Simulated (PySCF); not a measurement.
HO2Si, SMILES [O][Si]O (connectivity only; charge and spin as stated), neutral, multiplicity 2. The structure is a stationary point at r2SCAN-D4/def2-TZVP. Other conformers were not sampled.

All values below come from PySCF with r2SCAN-D4/def2-TZVP.

Harmonic wavenumbers (cm⁻¹): 303, 360, 775, 848, 1207, 3820. Rotational constants (GHz): 63.00, 7.452, 6.663; symmetry number 1.

Q: Work out the zero-point energy and the ideal-gas rigid-rotor harmonic-oscillator thermochemistry at 298.15 K and 1 atm.

A: ZPE = ½ Σ hcν = ½ × 7313 cm⁻¹ = 43.74 kJ/mol. H − E(el) = 56.11 kJ/mol. Entropy in J/(mol K): translation 160.03, rotation 92.70, vibration 12.40, spin 5.76, total 270.90. G − E(el) = -24.66 kJ/mol. Cp = 52.88 J/(mol K).
